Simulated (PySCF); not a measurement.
**Basis and Hamiltonian dependence of the excitation energy of O²⁺**

O²⁺ [He] 2s2 2p2 (3P) → O²⁺ [He] 2s1 2p2 3s1 (5P). Calculated with PySCF 2.14 from differences of total energies of unrestricted determinants, without spin-orbit coupling. Values in eV.

| basis | Hamiltonian | functions | UHF | LDA | PBE0 | MP2 (valence) | CCSD(T) (valence) | CCSD(T) (valence and next inner shell) |
| --- | --- | --- | --- | --- | --- | --- | --- | --- |
| aug-cc-pVDZ | non-relativistic | 23 | 40.169 | 41.961 | 41.902 | 41.404 | 41.927 | n/a |
| aug-cc-pVDZ-DK | spin-free X2C | 23 | 40.215 | 42.006 | 41.949 | 41.449 | 41.971 | n/a |
| def2-TZVPPD | non-relativistic | 40 | 39.719 | 41.402 | 41.341 | 41.260 | 41.741 | 41.741 |
| aug-cc-pVTZ-DK | spin-free X2C | 46 | 40.042 | 41.721 | 41.676 | 41.605 | 42.079 | n/a |
| aug-cc-pCVTZ-DK | spin-free X2C | 59 | 39.868 | 41.573 | 41.516 | 41.477 | 41.942 | 41.961 |
| dyall-av3z | non-relativistic | 71 | 39.700 | 41.420 | 41.340 | 41.336 | 41.801 | n/a |
| x2c-QZVPPall with one added diffuse shell each of s, p, d, f type | spin-free X2C | 73 | 39.752 | 41.457 | 41.391 | 41.436 | 41.884 | 41.886 |
| dyall-acv3z | spin-free X2C | 76 | 39.746 | 41.465 | 41.386 | 41.383 | 41.847 | 41.876 |
| aug-cc-pVQZ with one added diffuse shell each of s, p, d, f, g type | non-relativistic | 105 | 39.718 | 41.431 | 41.358 | 41.423 | n/a | n/a |
| aug-cc-pCVQZ-DK | spin-free X2C | 109 | 39.776 | 41.493 | 41.418 | 41.503 | n/a | n/a |
| aug-cc-pV5Z | non-relativistic | 127 | 39.696 | 41.417 | 41.338 | 41.458 | n/a | n/a |

Frozen in the all-electron rows: valence: 1s2; valence and next inner shell: nothing.

At UHF, aug-cc-pVDZ, aug-cc-pVDZ-DK lie more than 0.3 eV from the median of the rows with comparable relativity.
